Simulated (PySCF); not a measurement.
## EPR parameters of [C7H10Si]-

Compound: C7H10Si (charge -1 and doublet state).
Geometry (GFN2-xTB, Å), atoms numbered from 1 in this order:
```
atom  x, y, z in Å
C1     3.7464    0.0493    0.2431
C2     2.3071    0.1277    0.0291
C3     1.0926    0.3058    0.0176
Si4   -0.6317    0.1040   -0.6576
C5    -1.1298    1.9095   -1.0715
C6    -1.8775   -1.0555   -1.5279
C7    -2.3014   -1.6391   -0.3837
C8    -1.6064   -0.8889    0.7097
H9     4.1502   -0.8974   -0.1380
H10    4.2550    0.8664   -0.2782
H11    4.0039    0.1154    1.3087
H12   -1.9176    2.2759   -0.4168
H13   -1.4914    1.9924   -2.0928
H14   -0.2765    2.5735   -0.9671
H15   -2.0922   -1.4498   -2.5262
H16   -2.9913   -2.4693   -0.2427
H17   -2.2862   -0.3772    1.4034
H18   -0.9620   -1.5362    1.3144
```

The hyperfine couplings belong to this conformer and change with its torsions.

The species is `C/[C-]=[C]/[Si@@]1(C)C=CC1` [radical] (charge -1).

Method: UKS B3LYP, pcH-1 on C H Si, non-relativistic, mean-field spin-orbit, GIAO (PySCF). Whether the extra electron is bound in the gas phase wasn't checked; a finite basis holds it in any case. A GFN2-xTB geometry isn't a minimum of the functional, and hyperfine couplings can be far from their values at a DFT geometry, by a factor of two or more for some ions and for spin on atoms past the first row. Stability of the SCF solution: not tested.

```json
{
 "g1, g2, g3": "2.00154, 2.00212, 2.00353",
 "g_iso": "2.00240",
 "Form of g": "rhombic: the two nearest values differ by 29 % of g3 − g1",
 "⟨S²⟩": "0.7593 (exact 0.7500)",
 "α and β electrons": "34, 33",
 "HOMO–LUMO gap, α and β orbitals": "2.38, 6.05 eV",
 "Total energy": "-562.17998 Eh",
 "Basis functions": "310"
}
```

Hyperfine couplings atom by atom, in MHz; T1 to T3 are the principal values of the dipolar part:

```csv
atom,isotope,a_iso,of which spin–orbit,T1,T2,T3,Mulliken spin population
C1,13C,-14.4,0.0,-0.7,-0.4,1.1,-0.03
C2,13C,25.4,-0.1,-25.6,-23.0,48.6,0.28
C3,13C,88.0,0.0,-13.5,-4.1,17.6,-0.01
Si4,29Si,-293.9,0.5,-65.2,28.5,36.7,0.50
C5,13C,-9.3,0.0,-0.6,0.1,0.5,-0.02
C6,13C,134.8,0.0,-19.0,-3.5,22.5,0.02
C7,13C,17.1,0.0,-17.7,-16.8,34.5,0.21
C8,13C,5.1,0.0,-1.4,0.4,1.1,-0.02
H9,1H,38.6,0.0,-2.2,-1.7,3.8,0.02
H10,1H,2.1,0.0,-2.2,-1.4,3.6,0.00
H11,1H,40.4,0.0,-2.1,-1.6,3.6,0.03
H12,1H,20.1,0.0,-1.3,-0.9,2.2,0.00
H13,1H,8.7,0.0,-2.3,-1.0,3.2,0.01
H14,1H,2.6,0.0,-2.0,-1.1,3.0,0.00
H15,1H,2.1,0.0,-4.3,-1.1,5.5,0.01
H16,1H,-11.5,0.0,-9.5,0.3,9.2,-0.01
H17,1H,4.9,0.0,-2.1,-0.1,2.2,0.00
H18,1H,3.4,0.0,-3.0,0.0,3.0,0.00
```

The Mulliken spin populations are largest on Si4 (+0.50), C2 (+0.28) and C7 (+0.21). Three atoms exceed +0.15.

C3, the radical centre as drawn in `C/[C-]=[C]/[Si@@]1(C)C=CC1`, holds a spin population of -0.01 out of 1.

Axes: g1 points within 7° of the C3–Si4 bond.

Under fast tumbling the dipolar parts average out, and these isotropic splittings remain: 3 × 1H (H9/H10/H11, I = 1/2, 4 lines) with 0.96 mT, 1 × 1H (H16, I = 1/2, 2 lines) with 0.41 mT, 3 × 1H (H12/H13/H14, I = 1/2, 4 lines) with 0.37 mT, 1 × 1H (H17, I = 1/2, 2 lines) with 0.18 mT, 1 × 1H (H18, I = 1/2, 2 lines) with 0.12 mT and 1 × 1H (H15, I = 1/2, 2 lines) with 0.07 mT.

Means are taken over nuclei equivalent by connectivity, which assumes that they swap fast. The three 1H nuclei of mean +27.0 MHz run from 2.1 to 40.4 MHz in the frozen geometry. The three 1H nuclei of mean +10.5 MHz run from 2.6 to 20.1 MHz in the frozen geometry.

The 13C coupling of C6 (134.8 MHz) shows only in satellite lines or after enrichment, since that isotope makes up about 1.07 % of natural carbon.

The 29Si coupling of Si4 (-293.9 MHz) shows only in satellite lines or after enrichment, since that isotope makes up about 4.7 % of natural silicon.

Examples of negative spin density at the nucleus (bohr⁻³): C1 (-0.0129), C5 (-0.0083) and H16 (-0.0026).

Time: 1.7 min wall (grids of density and orbitals included); peak memory 1.1 GiB. Hardware: an Arm Neoverse V2 with one thread (shared host).
